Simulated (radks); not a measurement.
Coulomb parameter of the 4f shell of neutral gadolinium in the model configuration [Xe] 4f6 5d2 6s2, as a second difference U = [E(n + 0.5) + E(n - 0.5) - 2 E(n)] / (0.5)^2 with all orbitals relaxed. "Bare": the charge of the atom changes with n. "Screened": the 5d shell takes up the change at fixed total charge, which measures U(4f,4f) + U(5d,5d) - 2 U(4f,5d). Method: scalar-relativistic Kohn-Sham, r2SCAN, spin-unpolarised, spherical densities, finite nucleus; meta-GGA in the generalised Kohn-Sham scheme; Fermi nuclear charge, rms radius 5.1569 fm; computed with a radial shooting solver on a logarithmic mesh with Libxc functionals.

case                  configuration  E - E(n) (eV)
start              [Xe] 4f6 5d2 6s2          0.000
bare +0.5        [Xe] 4f6.5 5d2 6s2         -5.870
bare -0.5        [Xe] 4f5.5 5d2 6s2          9.566
screened +0.5  [Xe] 4f6.5 5d1.5 6s2         -5.146
screened -0.5  [Xe] 4f5.5 5d2.5 6s2          6.603

U(bare) = 14.785 eV, U(screened by 5d) = 5.829 eV, against the Slater integral F0(4f,4f) = 30.967 eV with frozen orbitals. The step up makes a negative ion, whose loosely bound charge lowers the bare value.
